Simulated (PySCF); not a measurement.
Si(H)(F)(OMe)(NH2) (CH₆FNOSi), SMILES CO[SiH](N)F.

Coordinates come from a B3LYP-D3(BJ)/def2-SVP optimisation. This is a generated structure with no PubChem entry under its InChIKey; it may be hypothetical. The values are those of a single conformer.

All values below come from PySCF with SMD-B3LYP/def2-SVP.

Solvation free energies are E(SMD) − E(gas) at the gas-phase geometry, for 1 M in both phases. In vacuum the dipole moment is 0.96 D.

Computed solvation free energies in water, N,N-dimethylformamide, benzene:
```json
[
 {"solvent": "water", "ΔG(solv) (kcal/mol)": "-2.4", "its non-electrostatic (CDS) part": "4.3", "dipole (D)": "1.08"},
 {"solvent": "N,N-dimethylformamide", "ΔG(solv) (kcal/mol)": "-3.9", "its non-electrostatic (CDS) part": "1.5", "dipole (D)": "1.16"},
 {"solvent": "benzene", "ΔG(solv) (kcal/mol)": "-2.1", "its non-electrostatic (CDS) part": "0.5", "dipole (D)": "1.06"}
]
```
